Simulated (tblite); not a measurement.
C3H11B2N.
Bonds: B1–C2, C2–B3, B3–C4, B3–N5, N5–C6. Hydrogens: H7, H8 on B1; H9, H10 on C2; H11, H12, H13 on C4; H14 on N5; H15, H16, H17 on C6.

Computed with GFN2-xTB (tblite), gas phase: L-BFGS steps from a force-field or distance-geometry start until the largest atomic force falls under 0.01 eV/Å.

Step 0: E = -472.9950 eV
```
atom  x, y, z in Å  |  force x, y, z in eV/Å
B1      2.0375   -1.2531    0.2309   -0.260   0.314   0.295
C2      1.2625   -0.1490    1.0830    0.514  -0.461   0.537
B3      0.0534    0.4430    0.2718   -1.085   0.223   0.389
C4      0.3171    1.3881   -1.0052   -0.221  -0.304   0.502
N5     -1.3861    0.1870    0.7630    0.995   0.704  -0.894
C6     -2.1157   -0.6444   -0.2062   -0.374  -0.019   0.283
H7      3.1681   -1.0972   -0.0488   -0.150  -0.043  -0.034
H8      1.4668   -2.2162   -0.1269    0.094   0.086   0.076
H9      1.9718    0.6604    1.3669   -0.508  -0.483  -0.124
H10     0.8871   -0.6313    2.0260    0.279   0.432  -0.824
H11     0.8325    0.7951   -1.7871   -0.226   0.607   0.400
H12    -0.6413    1.7694   -1.4000    0.647  -0.002  -0.043
H13     0.9522    2.2362   -0.6827   -0.322  -0.459  -0.533
H14    -1.8662    1.1115    0.8242    0.333  -0.909  -0.034
H15    -2.2128   -0.1259   -1.1859   -0.015  -0.498   0.256
H16    -3.1337   -0.8410    0.1987    0.554   0.086  -0.293
H17    -1.6001   -1.6207   -0.3316   -0.254   0.726   0.041
```

Step 1: E = -473.1106 eV
```
atom  x, y, z in Å  |  force x, y, z in eV/Å
B1      2.0337   -1.2486    0.2351   -0.129   0.161   0.182
C2      1.2698   -0.1556    1.0907    0.085  -0.209  -0.056
B3      0.0379    0.4462    0.2774   -0.327   0.115   0.340
C4      0.3140    1.3838   -0.9981   -0.182  -0.239   0.432
N5     -1.3719    0.1970    0.7502    0.546   0.122  -0.687
C6     -2.1210   -0.6447   -0.2021    0.058   0.183   0.142
H7      3.1660   -1.0979   -0.0493   -0.178  -0.026  -0.031
H8      1.4682   -2.2150   -0.1258    0.080   0.100   0.089
H9      1.9645    0.6535    1.3651   -0.299  -0.255  -0.026
H10     0.8911   -0.6251    2.0143    0.118   0.201  -0.367
H11     0.8293    0.8038   -1.7814   -0.149   0.429   0.319
H12    -0.6321    1.7694   -1.4006    0.429   0.045  -0.080
H13     0.9476    2.2296   -0.6904   -0.203  -0.312  -0.396
H14    -1.8614    1.0986    0.8237    0.148  -0.447  -0.003
H15    -2.2131   -0.1330   -1.1823   -0.057  -0.425   0.171
H16    -3.1258   -0.8398    0.1945    0.219   0.060  -0.074
H17    -1.6037   -1.6103   -0.3310   -0.158   0.496   0.045
```

**Question.** Estimate the geometry and energy of step 2. (The exact step hangs on the optimiser's Hessian estimate; all steps are aligned on step 1, rigid shifts and turns removed.)

**Answer.** E = -473.1769 eV, largest force 0.516 eV/Å
```
atom  x, y, z in Å  |  force x, y, z in eV/Å
B1      2.0290   -1.2428    0.2415    0.028  -0.070  -0.017
C2      1.2741   -0.1634    1.0909   -0.213   0.084  -0.376
B3      0.0244    0.4504    0.2888    0.509   0.068   0.049
C4      0.3078    1.3757   -0.9836   -0.084  -0.071   0.244
N5     -1.3523    0.2031    0.7268   -0.151  -0.228  -0.131
C6     -2.1206   -0.6393   -0.1969    0.179   0.162  -0.002
H7      3.1602   -1.0988   -0.0504   -0.153   0.006  -0.028
H8      1.4708   -2.2117   -0.1229    0.041   0.076   0.095
H9      1.9539    0.6443    1.3639   -0.072  -0.001   0.037
H10     0.8956   -0.6177    2.0005   -0.074  -0.070   0.094
H11     0.8241    0.8186   -1.7706   -0.026   0.128   0.180
H12    -0.6171    1.7707   -1.4031    0.097   0.084  -0.092
H13     0.9405    2.2188   -0.7039   -0.005  -0.057  -0.168
H14    -1.8559    1.0822    0.8235    0.022  -0.058   0.038
H15    -2.2148   -0.1473   -1.1763   -0.102  -0.224  -0.085
H16    -3.1174   -0.8377    0.1913   -0.027   0.071   0.134
H17    -1.6093   -1.5932   -0.3295    0.031   0.101   0.028
```

The energy changes by -0.0663 eV. The first-order estimate −F·Δx gives -0.1210 eV and the mean of the old and new forces, exact on a quadratic surface, -0.0654 eV. The step makes an angle of 4° with the force vector and moves no atom by more than 0.031 Å.

What follows is the cost of the whole relaxation. On one thread of an Arm Neoverse N1 (shared host), this took 1.2 s wall.
